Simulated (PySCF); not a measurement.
# Steps of a relaxation of Eu2S2

Eu2S2 (singlet in the valence; each metal's 4f electrons, 7 of them, lie in its core potential, out of spins and levels). PySCF 2.14.0, RKS PBE0, Eu lcecp-0-SVP with ECP53, S def2-SVP; non-relativistic Hamiltonian with scalar-relativistic core potentials where named; density fitting; no spin-orbit coupling. Origin of the start: template. Columns: position (Å) and force (eV/Å). Energies are counted from the last step; some of the 7 steps are shown. Forces carry noise of the integration grid, about 0.01 to 0.03 eV/Å.

Run from Python with OMP_NUM_THREADS=2. Where DIIS fails, smearing, a level shift and second-order steps follow.
It took 37 s on 2 threads of Arm Neoverse V1, on a shared host, from the converged density of the start.

```xyz
4
step 0  E = 0.341 eV
Eu    0.0000    0.0000    1.9902     0.00    0.00   -0.19
Eu    0.0000    0.0000   -1.9902     0.00    0.00    0.19
S     1.7020    0.0000    0.0000     1.34    0.00    0.00
S    -1.7020    0.0000    0.0000    -1.34    0.00    0.00
```

```xyz
4
step 2  E = 0.019 eV
Eu    0.0000    0.0000    1.9013     0.00    0.00   -0.32
Eu    0.0000    0.0000   -1.9013     0.00    0.00    0.32
S     1.9004    0.0000    0.0000     0.10    0.00    0.00
S    -1.9004    0.0000    0.0000    -0.10    0.00    0.00
```

```xyz
4
step 4  E = 0.001 eV
Eu    0.0000    0.0000    1.8625     0.00    0.00   -0.13
Eu    0.0000    0.0000   -1.8625     0.00    0.00    0.13
S     1.9495    0.0000    0.0000    -0.09    0.00    0.00
S    -1.9495    0.0000    0.0000     0.09    0.00    0.00
```

**Question.** Where does the relaxation end?

**Answer.** It converges at step 6 in D2h:
```xyz
4
step 6  E = 0
Eu    0.0000    0.0000    1.8537
Eu    0.0000    0.0000   -1.8537
S     1.9460    0.0000    0.0000
S    -1.9460    0.0000    0.0000
```

**Question.** How did the contacts change?

**Answer.** 
| contact | start (Å) | end (Å) |
| --- | --- | --- |
| Eu1–S3 (S) | 2.619 | 2.688 |
| Eu1–S4 (S) | 2.619 | 2.688 |


An lcecp potential fixes the number of 4f electrons, so in runs with it no electron can move into or out of that shell.
